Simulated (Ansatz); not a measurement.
Geometry optimisation of CH5AlBClO, SMILES `O[B]([AlH2])CCl`.

```yaml
crystal:
  periodic: [false, false, false]
  atoms:
    - {symbol: O, position_ang: [-1.877281, -0.800222, 0.385565]}
    - {symbol: B, position_ang: [-0.655446, -0.248396, 0.143498]}
    - {symbol: Al, position_ang: [0.355069, 1.659124, 0.180928]}
    - {symbol: C, position_ang: [0.475002, -1.286694, -0.338371]}
    - {symbol: Cl, position_ang: [1.988354, -0.262526, -0.605978]}
    - {symbol: H, position_ang: [-2.531598, -0.138579, 0.674024]}
    - {symbol: H, position_ang: [0.286339, 2.658974, -1.081980]}
    - {symbol: H, position_ang: [1.030024, 2.212720, 1.535753]}
    - {symbol: H, position_ang: [0.263930, -1.790483, -1.304344]}
    - {symbol: H, position_ang: [0.748806, -2.055118, 0.413906]}
basis:
  gaussian: {orbitals: def2-TZVP}
hamiltonian: {xc: pbe0, dispersion: d4}
relax: {f_tol: 0.005, max_steps: 150}
```

```sh
$ ansatz run in.yaml --threads 4 --pin off --events-out ev --progress --plain --max-ram 10444MiB
```

It prints (some lines left out):

```
Functional definition: PBE0
mean field -22952.38360150 eV, -843.4845396707 hartree, gradient 2.2e-5 eV, S^2 0.000000; 0 other end points of the search recorded, 0 dependent functions left out
relax step   1: F+E_penalty+E_count = -22952.57367778 eV  Δ(F+E_penalty+E_count) = +0.000e0 eV  max|allowed force component| = 6.750e-1 eV/Å  Δτ_max = 0.0000 Å  (29 SCF iters, accepted)
mean field -22952.41206795 eV, -843.4855857934 hartree, gradient 2.4e-5 eV, S^2 0.000000; 0 other end points of the search recorded, 0 dependent functions left out
relax step   2: F+E_penalty+E_count = -22952.60310370 eV  Δ(F+E_penalty+E_count) = -2.943e-2 eV  max|allowed force component| = 2.518e-1 eV/Å  Δτ_max = 0.0299 Å  (33 SCF iters, accepted)
mean field -22952.41588350 eV, -843.4857260123 hartree, gradient 2.4e-5 eV, S^2 0.000000; 0 other end points of the search recorded, 0 dependent functions left out
relax step   3: F+E_penalty+E_count = -22952.60723603 eV  Δ(F+E_penalty+E_count) = -4.132e-3 eV  max|allowed force component| = 9.800e-2 eV/Å  Δτ_max = 0.0158 Å  (33 SCF iters, accepted)
mean field -22952.41651128 eV, -843.4857490827 hartree, gradient 2.4e-5 eV, S^2 0.000000; 0 other end points of the search recorded, 0 dependent functions left out
relax step   4: F+E_penalty+E_count = -22952.60792284 eV  Δ(F+E_penalty+E_count) = -6.868e-4 eV  max|allowed force component| = 4.030e-2 eV/Å  Δτ_max = 0.0078 Å  (33 SCF iters, accepted)
mean field -22952.41665131 eV, -843.4857542288 hartree, gradient 2.3e-5 eV, S^2 0.000000; 0 other end points of the search recorded, 0 dependent functions left out
relax step   5: F+E_penalty+E_count = -22952.60804544 eV  Δ(F+E_penalty+E_count) = -1.226e-4 eV  max|allowed force component| = 2.374e-2 eV/Å  Δτ_max = 0.0037 Å  (33 SCF iters, accepted)
mean field -22952.41671629 eV, -843.4857566169 hartree, gradient 2.3e-5 eV, S^2 0.000000; 0 other end points of the search recorded, 0 dependent functions left out
relax step   6: F+E_penalty+E_count = -22952.60808891 eV  Δ(F+E_penalty+E_count) = -4.346e-5 eV  max|allowed force component| = 1.391e-2 eV/Å  Δτ_max = 0.0031 Å  (33 SCF iters, accepted)
mean field -22952.41674032 eV, -843.4857575000 hartree, gradient 2.3e-5 eV, S^2 0.000000; 0 other end points of the search recorded, 0 dependent functions left out
relax step   7: F+E_penalty+E_count = -22952.60810499 eV  Δ(F+E_penalty+E_count) = -1.609e-5 eV  max|allowed force component| = 7.860e-3 eV/Å  Δτ_max = 0.0009 Å  (33 SCF iters, accepted)
mean field -22952.41675178 eV, -843.4857579210 hartree, gradient 2.3e-5 eV, S^2 0.000000; 0 other end points of the search recorded, 0 dependent functions left out
relax step   8: F+E_penalty+E_count = -22952.60811136 eV  Δ(F+E_penalty+E_count) = -6.367e-6 eV  max|allowed force component| = 9.648e-4 eV/Å  Δτ_max = 0.0010 Å  (34 SCF iters, accepted)
mean field -22952.41675178 eV, -843.4857579210 hartree, gradient 2.3e-5 eV, S^2 0.000000; 1 other end points of the search recorded, 0 dependent functions left out
Total energy: -22952.60814862 eV, -843.4927916250 hartree
Atom 0 at    -1.864541    -0.800160     0.385593 Å, force     0.000747    -0.000965     0.000042 eV/Å
Atom 1 at    -0.655752    -0.243634     0.144566 Å, force     0.000365    -0.000590    -0.000265 eV/Å
Atom 2 at     0.361469     1.653493     0.176546 Å, force     0.000043    -0.000908    -0.000234 eV/Å
Atom 3 at     0.471608    -1.271729    -0.336033 Å, force    -0.000824     0.000611     0.000307 eV/Å
Atom 4 at     1.954500    -0.252959    -0.589021 Å, force     0.000116     0.000616     0.000569 eV/Å
Atom 5 at    -2.527911    -0.169262     0.672819 Å, force    -0.000314     0.000791     0.000343 eV/Å
Atom 6 at     0.305500     2.630934    -1.082861 Å, force     0.000184     0.000232    -0.000527 eV/Å
Atom 7 at     1.035504     2.192647     1.518085 Å, force     0.000035     0.000459     0.000367 eV/Å
Atom 8 at     0.264528    -1.760953    -1.289365 Å, force    -0.000212     0.000082    -0.000507 eV/Å
Atom 9 at     0.738294    -2.029579     0.402673 Å, force    -0.000141    -0.000327    -0.000095 eV/Å
Dipole moment:    -0.333623    -0.421434     0.023564 e Å
```

It took 22 s on 4 threads of an Intel Xeon Platinum 8488C on a shared host, with 0.54 GiB of host memory at the peak.
